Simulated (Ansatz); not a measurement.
## Computed against measured: atomisation enthalpy at 298 K

10 molecules with two or more fluorines; the atomisation enthalpy at 298 K in kJ/mol, computed less measured. Shapes, held fixed at every level: PBE0-D4/def2-TZVP. Thermal terms are harmonic and unscaled (PBE0-D4/def2-TZVP); the spin-orbit lowering of the free atoms is taken from their spectra. Programs: Ansatz 0.2.0. Measured values: Active Thermochemical Tables, CRC Handbook of Chemistry and Physics, NIST-JANAF tables.

Levels: A = SPW92/def2-TZVPP; B = wB97M-V/def2-TZVPP; C = MP2/def2-TZVPP.

| molecule | from tabulated heats | A | B | C |
| --- | --- | --- | --- | --- |
| BClF2 (chlorodifluoroborane) | 1736 | +303 | +12 | +55 |
| CHClF2 (difluorochloromethane) | 1698 | +388 | +9 | +25 |
| GeF4 (tetrafluorogermane) | 1880 | +381 | -5 | +106 |
| C2H2F2 (vinylidene fluoride) | 2361 | +488 | +26 | +30 |
| C2HClF2 (SMILES FC(F)=CCl) | 2247 | +558 | +49 | +66 |
| SF6 (sulfur hexafluoride) | 1974 | +703 | +6 | +73 |
| SeF6 (selenium hexafluoride) | 1820 | +706 | +33 | +139 |
| C2Cl4F2 (1,1,1,2-tetrachloro-2,2-difluoroethane) | 2568 | +744 | +69 | +113 |
| C2ClF5 (chloropentafluoroethane) | 3071 | +822 | +36 | +98 |
| C2H3F3 (1,1,1-trifluoroethane) | 3070 | +596 | +18 | +26 |

(1) Sum up the errors.

Answers

(1) 
| level | kind | mean error | mean absolute error | worst case |
| --- | --- | --- | --- | --- |
| SPW92/def2-TZVPP | LDA | +568.9 | 568.9 | C2ClF5 |
| wB97M-V/def2-TZVPP | range-separated hybrid | +25.3 | 26.3 | C2Cl4F2 |
| MP2/def2-TZVPP | perturbation theory | +73.1 | 73.1 | SeF6 |

On this set wB97M-V/def2-TZVPP has the smallest mean absolute error and SPW92/def2-TZVPP the largest. SPW92/def2-TZVPP is too high in 10 of 10; wB97M-V/def2-TZVPP is too high in 9 of 10; MP2/def2-TZVPP is too high in 10 of 10. The heats of GeF4 (tetrafluorogermane), SeF6 (selenium hexafluoride), C2ClF5 (chloropentafluoroethane), C2H3F3 (1,1,1-trifluoroethane) come from older tables and can be uncertain by 10 kJ/mol or more. Heats of the atoms come from ATcT where it has them, that of boron, 570 kJ/mol, from recent work. The tabulated values of BClF2, C2H2F2, C2HClF2, C2Cl4F2 are in doubt (older tables, estimates, or at odds with other calculations) and kept here. Over the 6 molecules whose values aren't doubted the mean absolute errors are A 599.3; B 17.8; C 77.8. Correlated wave functions converge slowly with the basis. Relativity is left out for Ge, Se. Outer-core shells of Ge, Se are correlated, in sets that cover them unevenly. The set is small.
